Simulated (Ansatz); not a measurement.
Species: Cl₂, charge -1, doublet. Cl2- (parent SMILES ClCl, doublet).
B3LYP-D3(BJ)/def2-TZVP minimum from Ansatz (a program for electronic structure):
```
Cl
Cl 1 2.7106
```
Charge -1, spin multiplicity 2.

Total energies in aug-cc-pV(D+d)Z, 15 correlated electrons, 10 frozen orbitals. Open shells are spin-unrestricted; no spin-orbit coupling. Correlated methods leave the cores frozen. No relativity.

```json
[
 {"method": "HF", "program": "Ansatz", "energy (Eh)": "-919.05856", "minus CCSDT(Q) (mEh)": "348.71"},
 {"method": "MP2", "program": "Ansatz", "energy (Eh)": "-919.36674", "minus CCSDT(Q) (mEh)": "40.52"},
 {"method": "CCSD", "program": "Ansatz", "energy (Eh)": "-919.39516", "minus CCSDT(Q) (mEh)": "12.11"},
 {"method": "CCSD(T)", "program": "Ansatz", "energy (Eh)": "-919.40529", "minus CCSDT(Q) (mEh)": "1.98"},
 {"method": "CCSDT(Q)", "program": "Ansatz", "energy (Eh)": "-919.40727", "minus CCSDT(Q) (mEh)": "0.00"}
]
```

Rough core times of Ansatz's runs on a shared machine: CCSD(T) under 20 s, CCSDT(Q) 4 min.
